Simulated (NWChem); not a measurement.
# C₃H₄S; SMILES C#CCS

```xyz
8

C      0.4825     2.3134     0.0000
C     -0.1300     1.2734     0.0000
C     -0.8514     0.0104     0.0000
S      0.3561    -1.4064     0.0000
H      1.0167     3.2359     0.0000
H     -1.4879    -0.0670    -0.8875
H     -1.4879    -0.0670     0.8875
H     -0.5838    -2.3784     0.0000
```
Atoms are numbered in this order, from 1.

All runs: NWChem. Structure relaxed at the B3LYP/6-31G* (spherical d) level. Level: PBE/def2-SVP with SMD (1 M gas to 1 M solution), gas-phase geometry.

| solvent | dielectric constant | solvation free energy (kcal/mol) | cavity-dispersion-structure term (kcal/mol) | dipole in solution (D) |
|---|---|---|---|---|
| water | 78.4 | … | … | … |
| n-hexane | 1.88 | -4.0 | -1.6 | 1.77 |
| cyclohexane | 2.02 | -3.9 | -1.3 | 1.79 |
| benzene | 2.27 | -4.4 | -1.5 | 1.82 |
| anisole | 4.22 | -4.8 | -0.6 | 1.95 |

Task: What belongs in the gaps?

Result: 
- water, solvation free energy (kcal/mol): -2.0
- water, cavity-dispersion-structure term (kcal/mol): 3.5
- water, dipole in solution (D): 2.12
